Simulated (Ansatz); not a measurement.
Ideal-gas functions of F2Ga (`[F][Ga][F]`) radical at 500 K and 1 bar, from an Ansatz frequency run at PBE0-D4/def2-TZVP.

Molar mass 107.72 g/mol, point group C2v (symmetry number 2), electronic degeneracy 2, moments of inertia 20.815, 85.039, 105.854 u Å². Harmonic wavenumbers (cm⁻¹, unscaled): 178, 642, 681.

Use S(trans) = R[1.5 ln M + 2.5 ln T − 1.1517]; rotational temperatures θ = 24.2544 K / I; S(rot) = R[ln(√π/σ · √(T³/θAθBθC)) + 1.5]; for each mode x = 1.438777 ν̃/T, S = R[x/(eˣ − 1) − ln(1 − e⁻ˣ)] and H = RT x/(eˣ − 1); 1 cm⁻¹ = 0.0119627 kJ/mol; R = 8.31446 J/(mol·K).

Question: By hand: the entropy, in J/(mol·K).

Answer: Translation 178.0. Rotation: θ = 1.1652, 0.2852, 0.2291 K, giving 99.7. Vibration, mode by mode: 13.97, 4.30, 3.94, in all 22.2. Electronic 5.8. Sum 305.7 J/(mol·K).

Question: By hand: H − E and G − E in kJ/mol, counted from the electronic energy.

Answer: Zero-point energy ½ × 1501 × 0.0119627 = 9.0; thermal vibration 6.0; translation, rotation and pV give 4 RT = 16.6. H − E = 31.6 kJ/mol, and G − E = 31.6 − 500 × 305.7/1000 = -121.2 kJ/mol.

Vibration gives 7 % of the entropy.
